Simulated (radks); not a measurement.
Spherical quantum dot in the effective-mass picture: electrons in a parabolic well V = omega^2 r^2 / 2 with omega = 0.212, with a point charge +2 (a donor) at the centre, all in effective atomic units (hartree* = m*/eps^2 hartree, bohr* = eps/m* bohr), one dielectric constant everywhere. Method: non-relativistic Kohn-Sham, PBE, spin-polarised, spherical densities; computed with a radial shooting solver with Libxc functionals. Levels are named by radial order and angular momentum (1s, 1p, 1d, 2s, ...), and open shells are averaged over m.

N = 7, configuration 1s2 1p(up 3, down 0) 2s2. This is the lowest configuration that the search found. Occupied and some empty levels:

level    occupation  eigenvalue (hartree*)  <r> (bohr*)
1s up             1                0.88601        1.004
1s down           1                0.89460       0.9805
2s up             1                 1.4207        3.875
1p up             3                 1.4574        3.868
2s down           1                 1.4696        3.933
1p down           0                 1.5074        3.907
1d up             0                 1.6093        4.516
1d down           0                 1.6561        4.588
1f up             0                 1.7701        5.014
2p up             0                 1.7951        4.471
1f down           0                 1.8119        5.092
2p down           0                 1.8307        4.480
1g up             0                 1.9403        5.460
1g down           0                 1.9769        5.539

Energy (hartree*): total 1.80498, kinetic 3.8906, external -7.8745, Hartree 7.8290, exchange-correlation -2.0401.

Electron density:

r (bohr*)  n(r) (e/bohr*^3)
0.140                 2.217
0.493                0.5816
0.845                0.1704
1.20                0.05639
1.55                0.02342
1.90                0.01439
2.25                0.01246
2.61                0.01219
2.96                0.01192
3.31                0.01114
3.67               0.009818
4.02               0.008124
4.37               0.006289
4.72               0.004549
5.08               0.003063
5.43               0.001932
5.78               0.001144
6.13              0.0006410
6.49              0.0003390
6.84              0.0001693
